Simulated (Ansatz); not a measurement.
Ga(NH3)H3 (GaNH₆) was relaxed with PBE0-D4 (def2-TZVP) in Ansatz in these states: charge +1 doublet, neutral singlet. The geometries follow in no particular order.

A:

```xyz
8

Ga    0.6649   -0.6990    0.3789
N    -0.9175    0.3721   -0.4041
H    -1.7176   -0.2380   -0.5743
H    -0.6973    0.8078   -1.2985
H    -1.2476    1.1060    0.2210
H     2.0639    0.7041    0.6003
H     1.4156   -1.3015   -0.8283
H     0.4356   -0.7516    1.9049
```

B:

```xyz
8

Ga   -0.753    0.175   -0.817
N     0.687   -0.160    0.746
H     0.231   -0.484    1.590
H     1.185    0.696    0.963
H     1.366   -0.858    0.464
H     0.243    0.665   -1.944
H    -1.636    1.263   -0.084
H    -1.323   -1.297   -0.920
```

Task: Judge from the bond lengths which geometry belongs to which state (an estimate).

Result: A is the charge +1 doublet (Ga1–H6 1.994 Å, Ga1–N2 2.065 Å, Ga1–H7 1.544 Å); B is the neutral singlet (Ga1–H6 1.582 Å, Ga1–N2 2.151 Å, Ga1–H7 1.582 Å).
